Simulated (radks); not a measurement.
Neutral xenon, 54 electrons, occupied as [Xe].

Calculated with a radial shooting solver on a logarithmic mesh with Libxc functionals: scalar-relativistic Kohn-Sham, PBE, spin-unpolarised, spherical densities, point nucleus.

Energy parts (hartree):
total: -7447.30127
kinetic: 7831.85583
electron-nucleus: -18025.45055
Hartree: 2932.87619
exchange-correlation: -186.58273

Orbitals (lengths in bohr, moments of r in powers of bohr; r(90%) holds 90 % of the orbital's charge):
orbital,occ.,eigenvalue (hartree),r(90%),<r>
1s,2,-1263.200,0.0480,0.02666
2s,2,-196.5916,0.177,0.1146
2p,6,-176.3935,0.163,0.1003
3s,2,-40.21094,0.450,0.3064
3p,6,-33.68853,0.456,0.3044
3d,10,-24.01948,0.441,0.2809
4s,2,-7.25643,1.03,0.7167
4p,6,-5.19150,1.12,0.7649
4d,10,-2.18230,1.33,0.8768
5s,2,-0.72551,2.72,1.862
5p,6,-0.30261,3.48,2.313

The highest occupied level is 5p at -8.235 eV. Summed over all electrons, <r^2> = 60.97 bohr^2, which gives a Langevin (diamagnetic) susceptibility term of -48.3 x 10^-6 cm^3/mol. The density falls to 0.001 e/bohr^3 at r = 4.41 bohr.
